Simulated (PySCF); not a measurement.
Ligand exchange on a metal centre used in film growth or etching (Sc Cl-OH). Gas-phase values, no solvent. One relaxed conformer stands for each flexible species; it need not be the lowest.

The numbers are results of TPSSh-D3(BJ)/def2-TZVP // r2SCAN-D4/def2-SVP run with PySCF, not measurements. 

```
species                                   charge on the central atom (meta-Löwdin) (e)  HOMO–LUMO gap (eV)  coordination number  mean distance from the central atom to its bonded neighbours (Å)  HOMO (eV)
----------------------------------------  --------------------------------------------  ------------------  -------------------  ----------------------------------------------------------------  ---------
0 of 3 Cl replaced by OH ([Sc(Cl)3])                                              1.24                 [?]                  [?]                                                             2.268        [?]
1 of 3 Cl replaced by OH ([Sc(Cl)2(OH)])                                          1.29                5.08                    3                                                               [?]      -8.08
2 of 3 Cl replaced by OH ([Sc(Cl)(OH)2])                                          1.32                5.26                    3                                                             2.003      -7.56
3 of 3 Cl replaced by OH                                                          1.35                5.69                  [?]                                                             1.873      -7.33
```

### Question
Complete the blanks.

### Answer

- 0 of 3 Cl replaced by OH ([Sc(Cl)3]), HOMO–LUMO gap (eV): 4.88
- 0 of 3 Cl replaced by OH ([Sc(Cl)3]), coordination number: 3
- 0 of 3 Cl replaced by OH ([Sc(Cl)3]), HOMO (eV): -8.54
- 1 of 3 Cl replaced by OH ([Sc(Cl)2(OH)]), mean distance from the central atom to its bonded neighbours (Å): 2.137
- 3 of 3 Cl replaced by OH, coordination number: 3
